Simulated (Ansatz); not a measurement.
Cost and result up the ladder for Ag₃Au (4 atoms). The state is a singlet with charge 0. Geometry: B3LYP-D4/def2-SVP.

```xyz
4

Au    2.2597    0.8068   -0.2256
Ag    0.3805   -0.7732    1.0284
Ag   -2.2637   -0.8031    0.2299
Ag   -0.3765    0.7695   -1.0326
```

Ansatz on 4 threads of Arm Neoverse V1 on a shared host. Times are rough, and most runs start from the orbitals of an earlier one. r2SCAN0-D4/def2-TZVP serves as the yardstick here, not as an exact answer. Differences are given only for rows in sets of like size (and for xTB, whose basis is part of the method), since another set adds its own error. Binding counts from free atoms at the same level (Au doublet, Ag doublet; other spins of the atoms weren't run), without zero-point energy or a counterpoise term.

In the def2 sets Ag, Au take a core potential; there is no spin–orbit coupling. B3LYP takes the VWN-RPA correlation. Correlated methods freeze no core orbitals; core or outer-core shells of Au, Ag are correlated, in sets that lack core-valence functions. The structure comes from a short search, and lower isomers may exist.

Run but left out: B2PLYP/def2-TZVP (restricted singlet, unstable in another Hartree–Fock run and untested here); MP2/def2-TZVP, CCSD(T)/def2-SVP (restricted singlet, unstable towards broken spin symmetry).

Correlated methods converge slowly with the basis.

```
                         level  functions  wall time  binding energy per atom (eV)  difference from r2SCAN0-D4/def2-TZVP (eV)
         LDA (SPW92)/def2-TZVP        160      1.1 s                          1.74                                       0.48
               PBE-D4/def2-SVP        125      1.6 s                          1.39                                          –
             PBE-D4/def2-TZVPD        163      2.1 s                          1.40                                       0.13
           revPBE-D4/def2-TZVP        160      2.2 s                          1.27                                       0.01
PBE-D4/def2-TZVP (with forces)        160      2.5 s                          1.40                                       0.13
            PBE0-D4/def2-TZVPD        163      2.7 s                          1.25                                      -0.01
              PBE0-D4/def2-SVP        125      2.9 s                          1.24                                          –
             PBE0-D4/def2-TZVP        160      3.1 s                          1.25                                      -0.01
            B3LYP-D4/def2-TZVP        160      3.3 s                          1.22                                      -0.04
           r2SCAN-D4/def2-TZVP        160        5 s                          1.42                                       0.15
          r2SCAN0-D4/def2-TZVP        160      5.5 s                          1.26                                       0.00
          r2SCAN-D4/def2-TZVPD        163      5.5 s                          1.42                                       0.15
             RPA@PBE/def2-TZVP        160      6.5 s                          1.15                                      -0.11
```
